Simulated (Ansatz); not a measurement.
# What each rung costs, and what it gives

Saddle point of BH2OF3, closed shell (BF₃ ([F][B]([F])[F]) + H₂O → BHOF₂ ([OH][B]([F])[F]) + HF; bonds formed: F2–H5; dative contacts that become bonds: B1–O6; bonds broken: B1–F2, H5–O6), PBE0-D4/def2-TZVP structure:

```tsv
atom	x (Å)	y (Å)	z (Å)
B1	-0.1390	-0.5501	0.0843
F2	-1.0107	0.3826	-0.9670
F3	0.1908	-1.6650	-0.5507
F4	-0.8155	-0.6339	1.2319
H5	-0.0731	0.9282	-0.7058
O6	0.8843	0.5345	0.0352
H7	0.9631	1.0034	0.8721
```

Barriers are electronic and count from the start structure reached by relaxing down the imaginary mode.

Ansatz 0.2.0; basis: as named in each row; cores frozen in the correlated methods. B3LYP uses VWN-RPA correlation. Extrapolation: Hartree–Fock as exp(−7.88 √X), correlation as X^−2.97.

Times are rough, for one single point on 4 threads of a shared host (Arm Neoverse V2).

The estimate by CCSD(T) at an estimated basis limit (MP2 extrapolated from triple and quadruple zeta, plus CCSD(T) − MP2 in triple zeta) is 26.94 kcal/mol.

```json
{"method": "HF", "basis": "STO-3G", "time (s)": "under 1", "barrier (kcal/mol)": "26.64", "method less estimate": "-0.30"}
{"method": "PBE-D4", "basis": "STO-3G", "time (s)": "under 1", "barrier (kcal/mol)": "-3.58", "method less estimate": "-30.51"}
{"method": "SPW92", "basis": "def2-SVP", "time (s)": "under 1", "barrier (kcal/mol)": "14.50", "method less estimate": "-12.43"}
{"method": "B3LYP-D4", "basis": "6-31G", "time (s)": "under 1", "barrier (kcal/mol)": "25.80", "method less estimate": "-1.13"}
{"method": "PBE-D4", "basis": "def2-SVP", "time (s)": "under 1", "barrier (kcal/mol)": "18.88", "method less estimate": "-8.06"}
{"method": "PBE0-D4", "basis": "def2-SVP", "time (s)": "under 1", "barrier (kcal/mol)": "22.78", "method less estimate": "-4.16"}
{"method": "SPW92", "basis": "def2-TZVPP", "time (s)": "under 1", "barrier (kcal/mol)": "17.06", "method less estimate": "-9.88"}
{"method": "PBE-D4", "basis": "def2-TZVPP", "time (s)": "under 1", "barrier (kcal/mol)": "21.16", "method less estimate": "-5.78"}
{"method": "BLYP-D4", "basis": "def2-TZVPP", "time (s)": "under 1", "barrier (kcal/mol)": "23.55", "method less estimate": "-3.39"}
{"method": "PBE0-D4", "basis": "def2-TZVPP", "time (s)": "under 1", "barrier (kcal/mol)": "24.31", "method less estimate": "-2.63"}
{"method": "B3LYP-D4", "basis": "def2-TZVPP", "time (s)": "1", "barrier (kcal/mol)": "25.75", "method less estimate": "-1.19"}
{"method": "BHLYP-D4", "basis": "def2-TZVPP", "time (s)": "1", "barrier (kcal/mol)": "29.40", "method less estimate": "2.46"}
{"method": "CAM-B3LYP-D4", "basis": "def2-TZVPP", "time (s)": "1", "barrier (kcal/mol)": "25.60", "method less estimate": "-1.34"}
{"method": "wB97M-V", "basis": "def2-SVP", "time (s)": "2", "barrier (kcal/mol)": "23.73", "method less estimate": "-3.21"}
{"method": "r2SCAN-D4", "basis": "def2-TZVPP", "time (s)": "2", "barrier (kcal/mol)": "23.90", "method less estimate": "-3.03"}
{"method": "CCSD(T)", "basis": "def2-SVP", "time (s)": "2", "barrier (kcal/mol)": "26.83", "method less estimate": "-0.11"}
{"method": "r2SCAN0-D4", "basis": "def2-TZVPP", "time (s)": "2", "barrier (kcal/mol)": "25.95", "method less estimate": "-0.98"}
{"method": "B2PLYP", "basis": "def2-TZVPP", "time (s)": "2", "barrier (kcal/mol)": "26.15", "method less estimate": "-0.79"}
{"method": "PBE-QIDH", "basis": "def2-TZVPP", "time (s)": "2", "barrier (kcal/mol)": "26.06", "method less estimate": "-0.87"}
{"method": "RPA on PBE", "basis": "def2-TZVPP", "time (s)": "2", "barrier (kcal/mol)": "25.58", "method less estimate": "-1.36"}
{"method": "wB97X-V", "basis": "def2-TZVPP", "time (s)": "3", "barrier (kcal/mol)": "25.66", "method less estimate": "-1.28"}
{"method": "B97M-V", "basis": "def2-TZVPP", "time (s)": "3", "barrier (kcal/mol)": "27.39", "method less estimate": "0.45"}
{"method": "wB97M-V", "basis": "def2-TZVPP", "time (s)": "3", "barrier (kcal/mol)": "25.52", "method less estimate": "-1.42"}
{"method": "MP2", "basis": "def2-QZVPP", "time (s)": "6", "barrier (kcal/mol)": "25.73", "method less estimate": "-1.20"}
{"method": "CCSD(T)", "basis": "def2-TZVPP", "time (s)": "41", "barrier (kcal/mol)": "26.54", "method less estimate": "-0.40"}
```

All methods are single points on the PBE0-D4 structures; a negative value means that the method puts the saddle structure below the start.

The T1 diagnostic stays at or below 0.012.

The step is the kind of ligand exchange by which a precursor binds to a hydroxyl group, or is hydrolysed, in atomic layer deposition of oxides.

Labels in which every atom is bracketed show which atoms are joined, not bond orders.
